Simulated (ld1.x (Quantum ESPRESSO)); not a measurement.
# u(r) = r·R(r): atom against pseudo-atom (gallium (Ga))

Columns: radius, all-electron u(r) and pseudo u(r) of the 4p shell (level -5.82 eV) of gallium in the configuration [Ar] 3d10 4s2 4p0.5; LDA (PZ), scalar-relativistic, TM scheme, ld1.x (Quantum ESPRESSO) 7.5.

| r (bohr) | all-electron | pseudo |
| --- | --- | --- |
| 0.128 | 0.1362 | 0.0041 |
| 0.255 | -0.0347 | 0.0162 |
| 0.382 | -0.1944 | 0.0362 |
| 0.510 | -0.2332 | 0.0638 |
| 0.638 | -0.1821 | 0.0985 |
| 0.765 | -0.0877 | 0.1391 |
| 0.893 | 0.0218 | 0.1856 |
| 1.020 | 0.1289 | 0.2359 |
| 1.148 | 0.2277 | 0.2893 |
| 1.275 | 0.3134 | 0.3434 |
| 1.402 | 0.3862 | 0.3964 |
| 1.530 | 0.4469 | 0.4466 |
| 1.658 | 0.4957 | 0.4915 |
| 1.785 | 0.5337 | 0.5292 |
| 1.912 | 0.5622 | 0.5592 |
| 2.040 | 0.5827 | 0.5812 |
| 2.168 | 0.5959 | 0.5954 |
| 2.295 | 0.6028 | 0.6027 |
| 2.422 | 0.6045 | 0.6045 |
| 2.550 | 0.6017 | 0.6017 |
| 2.678 | 0.5950 | 0.5950 |
| 2.805 | 0.5852 | 0.5852 |
| 2.932 | 0.5729 | 0.5729 |
| 3.060 | 0.5583 | 0.5583 |
| 3.188 | 0.5420 | 0.5420 |
| 3.315 | 0.5246 | 0.5246 |

Question: How many radial nodes do the two functions have?

Answer: The all-electron 4p function has n − l − 1 = 2; the pseudo-wave has 0, since the states of the same l below it are removed with the core.

Question: At about which radius was the pseudo-wave matched?

Answer: 2.55 bohr. The columns agree to 0.0005 from 2.17 bohr on; several derivatives are matched, so the curves merge somewhat inside the radius.

Question: Is the pseudo-wave norm-conserving?

Answer: Yes: the TM scheme keeps the norm inside the radius equal to the all-electron one, which fixes the energy derivative of the logarithmic derivative at the level.
